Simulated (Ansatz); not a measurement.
`CNBN` and `BNC` differ in one atom or group.

Ansatz, PBE0-D4/def2-TZVP geometries, multiplicity 1. Each molecule was computed in one conformer, which needn't be the lowest.

| property | `CNBN` |
| --- | --- |
| HOMO energy (B3LYP/def2-TZVPP) / eV | -6.22 |
| LUMO energy (ωB97M-V/def2-TZVPP) / eV | 2.39 |
| HOMO–LUMO gap (PBE/def2-TZVPP) / eV | 5.44 |
| HOMO energy (ωB97M-V/def2-TZVPP) / eV | -8.77 |
| HOMO energy (PBE0/def2-TZVPP) / eV | -6.45 |
| ideal-gas entropy at 298 K and 1 bar (rigid rotor, harmonic PBE0-D4/def2-TZVP) / J/(mol·K) | 303 |

(1) What does the change do to each property? (Best estimate.)

Results:

(1) Computed: 
```
                                                                                  property   `BNC`  shift
                                                       HOMO energy (B3LYP/def2-TZVPP) / eV   -7.66  -1.44
                                                     LUMO energy (ωB97M-V/def2-TZVPP) / eV    2.02  -0.37
                                                       HOMO–LUMO gap (PBE/def2-TZVPP) / eV    5.92   0.48
                                                     HOMO energy (ωB97M-V/def2-TZVPP) / eV  -10.24  -1.47
                                                        HOMO energy (PBE0/def2-TZVPP) / eV   -7.89  -1.44
ideal-gas entropy at 298 K and 1 bar (rigid rotor, harmonic PBE0-D4/def2-TZVP) / J/(mol·K)     268    -35
```

With PBE0 the HOMO falls by 1.44 eV and the LUMO falls by 0.88 eV, so the gap widens by about 0.56 eV. PBE moves the HOMO by -1.50 eV and ωB97M-V by -1.47 eV. The zero-point energy changes by -48.2 kJ/mol with -6 modes.

B3LYP here is the variant with VWN-RPA as its local correlation; programs differ in this.
